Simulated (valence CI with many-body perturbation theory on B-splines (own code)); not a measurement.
Hyperfine factors and g values of Sr⁶⁺

Level of theory: valence CI with perturbative core correlation (CI+MBPT): four valence electrons over a frozen Dirac-Fock core [Ar] 3d10, radial functions for each j: 11 s, 11 p, 9 d, 7 f, 5 g, 2 h, 1 i, with the one-electron correlation potential Σ1, the two-electron term Σ2, the three-electron term Σ3, Breit, model QED; selected CI, second order for the rest, scaled by the run's own slope (own B-spline code, finite nucleus).

Against 13 measured levels this calculation errs by 109 cm⁻¹ on average and by 228 at most. These come from a selection out of Sansonetti, J. Phys. Chem. Ref. Data 41, 013102 (2012). Levels without a partner in it may be off by more. Among the levels kept, up to 350 cm⁻¹ of a level comes from second order outside the variational space, and about a tenth of that is noise between levels of different J, which matters for small intervals.

A/g_I is the dipole constant over the nuclear g factor μ/I (μ in nuclear magnetons, uniformly magnetised nucleus), B/Q the quadrupole constant per barn. Both hold the static response of the core; the bare values leave it out. Large factors of s and p1/2 electrons are usually good to 5 to 10 %; those of open d and f shells near neutrality can be off by tens of per cent, and small factors of p3/2, d and f electrons come from cancelling terms and can be off by a factor of two or in sign, in half-filled shells by more. B is blank for J = 1/2, where it vanishes, and for nearly pure S terms. Energies count from the lowest level. Levels with J = 0 are left out.

Names give the largest LS component (configuration and term), which can be under half, so a name can repeat, a term be missing and a line seem to break the LS rules; names also repeat where a configuration has a term twice. Letters in brackets count levels of one name in rising energy.

| Level | E (eV) | g | A/g_I (MHz) | A/g_I bare | B/Q (MHz/b) | B/Q bare |
| --- | --- | --- | --- | --- | --- | --- |
| 4s2.4p2 3P_1 | 0.848 | 1.501 | -195 | -266 | 1850 | 1660 |
| 4s2.4p2 3P_2 | 1.555 | 1.421 | 3350 | 3000 | -2190 | -1970 |
| 4s2.4p2 1D_2 | 3.519 | 1.079 | 2900 | 2680 | 5830 | 5240 |
| 4s.4p3 5S°_2 | 16.005 | 1.992 | 11000 | 10100 |  |  |
| 4s.4p3 3D°_1 | 20.787 | 0.557 | -7110 | -6530 | 1730 | 1550 |
| 4s.4p3 3D°_2 | 20.808 | 1.196 | 6210 | 5740 | 3270 | 2930 |
| 4s.4p3 3D°_3 | 21.111 | 1.334 | 9750 | 9000 | -405 | -357 |
| 4s.4p3 3P°_1 | 23.695 | 1.453 | 13300 | 12300 | -1940 | -1730 |
| 4s.4p3 3P°_2 | 23.815 | 1.448 | 9640 | 8880 | -3270 | -2950 |
| 4s.4p3 1D°_2 | 26.394 | 1.031 | 4070 | 3760 | -840 | -789 |
| 4s.4p3 3S°_1 | 28.900 | 1.745 | -5830 | -5500 | -56.7 | -51.8 |
| 4s.4p3 1P°_1 | 30.720 | 1.245 | -1080 | -1040 | 47.4 | 48.3 |
| 4s2.4p.4d 3F°_2 | 31.503 | 0.674 | 2940 | 2750 | 2690 | 2350 |
| 4s2.4p.4d 3F°_3 | 32.081 | 1.085 | 1760 | 1620 | 2770 | 2420 |
| 4s2.4p.4d 3F°_4 | 32.961 | 1.250 | 894 | 803 | 4370 | 3840 |
| 4s2.4p.4d 3P°_2 | 34.633 | 1.225 | 514 | 474 | -259 | -281 |
| 4s2.4p.4d 3P°_1 [a] | 35.311 | 1.004 | -1960 | -1820 | 678 | 591 |
| 4s2.4p.4d 1D°_2 | 35.687 | 1.179 | 424 | 353 | -151 | -179 |
| 4s2.4p.4d 3P°_1 [b] | 36.298 | 1.006 | 1290 | 1210 | -2110 | -1870 |
| 4s2.4p.4d 3D°_3 | 36.467 | 1.323 | 1640 | 1480 | -2620 | -2370 |
| 4s2.4p.4d 3D°_2 | 36.514 | 1.256 | 1630 | 1500 | -2700 | -2410 |
| 4s2.4p.4d 1F°_3 | 39.118 | 1.008 | 1390 | 1280 | 4320 | 3820 |
| 4s2.4p.4d 1P°_1 | 39.836 | 0.990 | -779 | -710 | 485 | 413 |
| 4p4 3P_2 | 43.507 | 1.427 | 2740 | 2510 | 1210 | 1080 |
| 4p4 3P_1 | 44.669 | 1.500 | 1270 | 1160 | -1230 | -1110 |
| 4p4 1D_2 | 45.385 | 1.073 | 3980 | 3670 | -5450 | -4900 |
| 4s2.4p.5s 3P°_1 | 46.466 | 1.400 | 12100 | 11300 | -816 | -734 |
| 4s.4p2.4d 5F_1 | 46.909 | 0.038 | -8820 | -8100 | -265 | -266 |
| 4s.4p2.4d 5F_2 | 47.093 | 1.030 | 1420 | 1320 | 686 | 583 |
| 4s.4p2.4d 5F_3 | 47.393 | 1.273 | 3780 | 3490 | 1090 | 925 |
| 4s.4p2.4d 5F_4 | 47.836 | 1.361 | 4700 | 4330 | 512 | 380 |
| 4s2.4p.5s 3P°_2 | 47.905 | 1.501 | 5120 | 4730 | 3890 | 3500 |
| 4s2.4p.5s 1P°_1 | 48.343 | 1.100 | -259 | -339 | 2770 | 2490 |
| 4s.4p2.4d 5F_5 | 48.404 | 1.397 | 5640 | 5190 | -3350 | -3100 |

Question: Take the isotope of mass number 87, with I = 9/2, μ = -1.09316 μN and Q = 0.305 b. What is the hyperfine structure of 4s.4p3 3P°_1?

Answer: From the table A = -3240 MHz, B = -591 MHz. Shifts from the centre of gravity in MHz: F = 7/2: 17500, F = 9/2: 3630, F = 11/2: -14700.
